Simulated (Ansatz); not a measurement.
Born–Oppenheimer molecular dynamics of Cl$_{2}$F$_{2}$HOTa (7 atoms, charge 0, multiplicity 1). It starts from a relaxed structure.

Level of theory: RKS LDA/def2-SVP (Ansatz 0.2.0).

```
ensemble                      : NVE (velocity Verlet)
time step                     : 0.5 fs
steps asked                   : 166
starting velocities drawn for : 300 K
seed                          : 236057
```

First frame:

```xyz
7
Properties=species:S:1:pos:R:3
Ta -0.001 -0.130 -0.020
Cl 2.285 -0.141 -0.037
O -0.086 -0.309 1.842
H -0.181 -0.318 2.808
F -0.006 0.201 -1.873
F -0.972 1.454 0.111
Cl -1.023 -2.143 -0.383
```

Problem. How far do the bonds stretch over the last three quarters of this one trajectory? (Pairs bonded in most of those frames.)

Solution. 
| bond | mean (Å) | spread (Å) | shortest | longest |
| --- | --- | --- | --- | --- |
| Ta1–Cl2 | 2.297 | 0.008 | 2.29 | 2.31 |
| Ta1–O3 | 1.870 | 0.019 | 1.84 | 1.90 |
| Ta1–F5 | 1.884 | 0.007 | 1.87 | 1.90 |
| Ta1–F6 | 1.869 | 0.016 | 1.84 | 1.89 |
| Ta1–Cl7 | 2.282 | 0.015 | 2.26 | 2.30 |
| O3–H4 | 0.971 | 0.012 | 0.95 | 0.99 |

Mean temperature of the second half: 115 K. The conserved energy stayed within 0.038 meV per atom of its start (net change 0.011 meV per atom), so the integration is sound. A run of 0.083 ps of so small a system gives no equilibrium averages.

The run took 2.7 min on 4 threads of Arm Neoverse V1, on a shared host, peak memory 0.17 GiB.
